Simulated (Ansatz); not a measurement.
Ansatz (a program for electronic structure) input (RI-MP2/def2-TZVPPD):
A basis named .json is the Basis Set Exchange file of that set.

Ansatz 0.2 input:
```yaml
crystal:
  periodic: [false, false, false]
  atoms:
    - {symbol: In, position_ang: [-0.02967168, -0.00358786, 0.01269558]}
    - {symbol: H, position_ang: [1.17788858, -0.42135877, 1.27724158]}
    - {symbol: H, position_ang: [0.15846299, 1.70811810, -0.50352042]}
    - {symbol: H, position_ang: [0.11756071, -1.11095433, -1.39580469]}
basis:
  gaussian:
    orbitals: def2-TZVPPD.json
    fitting: {mean_field: def2-universal-jkfit, correlation: def2-TZVPPD-RIFIT.json}
total_charge: -1
magnetization: {spin_polarized: true, initial_magnetization: 1}
correlation: {method: mp2, electrons: outside_noble_gas}
```

Output:

```
Functional definition: HF
integrals: 0.03 GiB planned
272 factors; integrals over basis functions are off by at most 1.2e0 eV
317 factors; integrals over basis functions are off by at most 7.2e-1 eV
mean field: 0.16 GiB planned
mean field evaluation 1: about -5194.2231 eV, gradient 9.1e0 eV
mean field evaluation 2: about -5194.9562 eV, gradient 4.3e0 eV
mean field evaluation 4: about -5195.1148 eV, gradient 4.2e-1 eV
mean field evaluation 8: about -5195.1219 eV, gradient 2.4e-6 eV
mean field -5195.12189773 eV, -190.9172083615 hartree, gradient 2.4e-6 eV, S^2 0.754126; 0 other end points of the search recorded, 0 dependent functions left out
9 core orbitals not correlated
reference -5195.12189773 eV, -190.9172083615 hartree; 4, 3 occupied and 94, 95 virtual orbitals, 317 factors
second order -2.65191034 eV of doubles, -0.00000000 eV of singles
Total energy: -5197.77380807 eV, -191.0146642689 hartree
```
